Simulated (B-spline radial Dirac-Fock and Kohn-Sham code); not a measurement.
## Cl¹²⁺: eigenvalues, ΔSCF and the reference

System: chlorine as Cl¹²⁺, [He] 2s2 2p1.

The density-functional columns are spherical, spin-unpolarised Dirac-Kohn-Sham results without Breit or QED terms: −ε is minus the orbital energy of the initial state and ΔSCF the difference of two total energies. The reference in the last column comes from ΔSCF Dirac-Fock with Breit, self-energy and vacuum polarisation, finite nucleus, configuration average. All numbers are from a radial B-spline solver, in eV; a selection of levels is shown. The Kohn-Sham columns are given as differences from the reference.

```csv
level,LDA −ε − DF,LDA ΔSCF − DF,Dirac-Fock
1s,-111.2,+8.8,3389.9
2s,-24.3,+4.0,684.9
2p,-35.6,-2.7,655.6
```

Values without a named source are computed, but for edge energies of neutral atoms, which are taken from tables.
